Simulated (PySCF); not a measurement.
Harmonic spectrum computed at B3LYP in the def2-SVPD basis family (core potentials from Rb on, PySCF, no spin–orbit coupling):

| ω (cm⁻¹) | IR (km/mol, summed over degenerate members) | degeneracy |
| --- | --- | --- |
| 456 | 62.7 | 2 |
| 464 | 50.5 | 1 |
| 970 | 0.0 | 1 |
| 1234 | 612 | 2 |

Which molecule gave it? In each, all ligands are bound to the one heavy central atom.
A. RhO₃⁻ (triplet)
B. SbO₃⁻ (singlet)
C. CoO₃⁻ (triplet)
D. MoO₃⁻ (doublet)
E. PO₃⁻ (singlet)

E. It has D3h symmetry with P–O 1.512 Å (×3).
